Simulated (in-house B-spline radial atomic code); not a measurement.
## Response and correlation of I⁻

Closed shell [Kr] 4d10 5s2 5p6. Computed with an all-electron radial atomic-structure program (B-spline basis): Dirac-Hartree-Fock, relativistic RPA (time-dependent Dirac-Hartree-Fock) for the response and second-order many-body perturbation theory for correlation, no-pair Dirac-Coulomb Hamiltonian, finite nucleus.

Command:
```bash
python run_mb.py task.json out
```
Settings (nuclear radius in fm, box in bohr, cutoff in hartree):
```
basis_form          2
Z                   53
core_configuration  [Kr] 4d10 5s2 5p6
rms_radius          4.75
mass_number         127
speed_of_light      137.036
box_radius          67.716
lmax                7
intervals           69
virtual_cutoff      70225.0
```

Cost of the run: 18 s on 1 thread of Intel(R) Xeon(R) Platinum 8559C, with other jobs on the host.

| multipole (bohr³, bohr⁵, bohr⁷) | uncoupled | coupled RPA |
| --- | --- | --- |
| dipole | 55.453 | ? |
| quadrupole | 575.83 | 921.88 |
| octupole | 18723 | 30169 |

(1) What is the coupled dipole polarisability?

(2) Which subshells carry the dipole polarisability?

(3) What does the dipole shielding factor come to?

Dipole polarisability at imaginary frequency:

```
u (Eh)  α(iu) (bohr³)
     0          64.86
0.0177          64.44
 0.053          61.47
 0.106          54.04
 0.177          43.64
 0.354          25.93
 0.707          11.66
  1.77          3.145
```

(4) What dispersion coefficients follow for two such ions (the dispersion part alone)?

Second-order correlation energy by the highest angular momentum of the excited pair (hartree): s -0.02644, p -0.2555, d -0.7877, f -1.248, g -0.401, h -0.1744, i -0.07963, k -0.04068.

(5) What is the second-order correlation energy at the partial-wave limit?

Results:

(1) 64.855 atomic units, +17 % against the uncoupled value.

(2) 5p3/2 76.5 %, 5p1/2 23.1 %, 4d5/2 0.3 %.

(3) The dipole shielding factor is 1.019, against the exact N/Z = 54/53 = 1.019 of the non-relativistic theorem.

(4) C6 = (3/π)∫α(iu)²du = 892.2 hartree·bohr⁶ and C8 = 61890 hartree·bohr⁸.

(5) The listed waves sum to -3.0131 hartree; extrapolating the increments as (l + 1/2)⁻⁴ gives -3.0963 hartree, -1.56 eV per electron.
